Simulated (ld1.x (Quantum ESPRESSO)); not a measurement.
neon (Ne): excitation energies, all-electron against ultrasoft

Ne, ultrasoft, made with ld1.x (Quantum ESPRESSO) 7.5 (PBEsol, non-relativistic). Core [He], reference 2s2 2p6. Waves: 2s (bound): rcut 0.50, rcutus 0.65 bohr; 2s channel at -1.55 Ry: rcut 0.50, rcutus 0.65 bohr; 2p (bound): rcut 0.95, rcutus 1.10 bohr; 2p channel at 0.3 Ry: rcut 0.95, rcutus 1.10 bohr; 3d channel at 0.45 Ry: rcut 0.65, rcutus 0.85 bohr. Local part: all-electron potential smoothed inside 0.50 bohr (lloc = -2). Core correction: a·sin(br)/r model core, default radius (core density twice the valence density). Augmentation charge: PSQ, radius 0.40 bohr.

Energies are relative to the spin-unpolarised reference configuration 2s2 2p6; without spin polarisation the order of configurations can differ from experiment.

Q: Give the all-electron excitation energy and the error of the potential for: 2s2 2p5; 2s2 2p4; 2s2 2p3; 2s1 2p6; 2s2 2p5.5; 2s2 2p2.

A:

```
valence configuration  charge  ΔE all-electron (eV)  error AE − PS (meV)
              2s2 2p5      +1                22.414                 -0.1
              2s2 2p4      +2                65.588                 -2.1
              2s2 2p3      +3               132.881                  -10
              2s1 2p6      +1                45.536                  +17
            2s2 2p5.5    +0.5                 8.841                  0.0
              2s2 2p2      +4               227.315                  -28
```

Levels in the configuration 2s2 2p5:

```
level  all-electron (eV)  pseudo (eV)
   2s            -55.283      -55.287
   2p            -32.197      -32.198
```
